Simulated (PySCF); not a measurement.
Si(F)3(SeH) (F3HSeSi), SMILES F[Si](F)(F)[SeH].

Coordinates come from a B3LYP-D3(BJ)/def2-SVP optimisation. The structure was generated by enumeration, and PubChem lists no compound with its InChIKey, so it may never have been made. The values are those of a single conformer.

All values below come from ωB97X/def2-TZVP run with PySCF.

Symmetry labels are those of the subgroup Cs that the program uses (full group Cs).

Computed valence orbital energies around the gap with their symmetry:
```csv
orbital,symmetry,energy (eV)
HOMO−7,A',-15.97
HOMO−6,A",-15.95
HOMO−5,A',-15.41
HOMO−4,A",-15.27
HOMO−3,A",-14.82
HOMO−2,A',-14.12
HOMO−1,A',-12.50
HOMO,A",-10.38
LUMO,A',1.57
LUMO+1,A',1.95
LUMO+2,A',3.20
LUMO+3,A",3.46
```
